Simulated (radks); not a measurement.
Question: Se, 34 electrons, occupied as [Ar] 3d10 4s1.5 4p4.5 (fractional occupations, a model configuration). Calculated with a radial shooting solver on a logarithmic mesh with Libxc functionals: Dirac Kohn-Sham, PBE, spin-unpolarised, spherical densities, point nucleus; open shells fill j = l - 1/2 first. Some entries of the table are withheld. Estimate them.

orbital  occ.  eigenvalue (Ry)  <r> (bohr)
1s1/2       2        -918.8614     0.04408
2s1/2       2        -118.1273         (1)
2p1/2       2        -105.9744         (2)
2p3/2       4        -102.9050         (3)
3s1/2       2        -15.74228      0.5739
3p1/2       2        -11.58664         (4)
3p3/2       4        -11.15496         (5)
3d3/2       4              (6)      0.6276
3d5/2       6              (7)      0.6319
4s1/2     1.5         -1.29809         (8)
4p1/2       2         -0.51831       2.246
4p3/2     2.5         -0.49009       2.296

Answer: 
(1) 2s1/2 <r> (bohr): 0.1957
(2) 2p1/2 <r> (bohr): 0.1685
(3) 2p3/2 <r> (bohr): 0.1723
(4) 3p1/2 <r> (bohr): 0.5823
(5) 3p3/2 <r> (bohr): 0.5929
(6) 3d3/2 eigenvalue (Ry): -3.99640
(7) 3d5/2 eigenvalue (Ry): -3.93061
(8) 4s1/2 <r> (bohr): 1.788
